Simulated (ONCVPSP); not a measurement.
**Ta (Z = 73): excitation energies, all-electron against ONCV**

Ta (Z = 73), optimised norm-conserving Vanderbilt (ONCV), made with ONCVPSP 4.0.1 (PBE, scalar-relativistic). Core [Kr] 4d10 4f14, reference 5s2 5p6 5d3 6s1.5 (charge +0.5). Waves: 5s+6s: rc 1.75 bohr, ncon 4, nbas 9, qcut 7.2 1/bohr, 2 projectors; 5p: rc 1.30 bohr, ncon 4, nbas 7, qcut 5.1 1/bohr, 1 projector; 5d: rc 2.00 bohr, ncon 4, nbas 8, qcut 5 1/bohr, 3 projectors, debl 1.4 Ha. Local part: polynomial inside 0.85 bohr (lpopt 5, dvloc0 4 Ha). Core correction: Teter function fitted to the true core (icmod 2), fcfact 0.3.

Energies are relative to the spin-unpolarised reference configuration 5s2 5p6 5d3 6s1.5; without spin polarisation the order of configurations can differ from experiment.

```tsv
valence configuration	charge	ΔE all-electron (eV)	error AE − PS (meV)
5s2 5p6 5d3 6s1	+1	5.007	-1.3
5s2 5p6 5d1 6s0	+4	78.625	-44
```

What are ΔE and the potential's error for 5s2 5p6 5d3 6s2?

ΔE = -3.461 eV all-electron; the error (AE − PS) is +1.4 meV.

What are ΔE and the potential's error for 5s2 5p6 5d3 6s0?

ΔE = 19.979 eV all-electron; the error (AE − PS) is +1.3 meV.

Note: ghosts flagged at negative energy: s at -135.9 eV; GHOST(+) flagged for p at 1.62 eV. A true bound ghost makes a file unfit for plane-wave use.
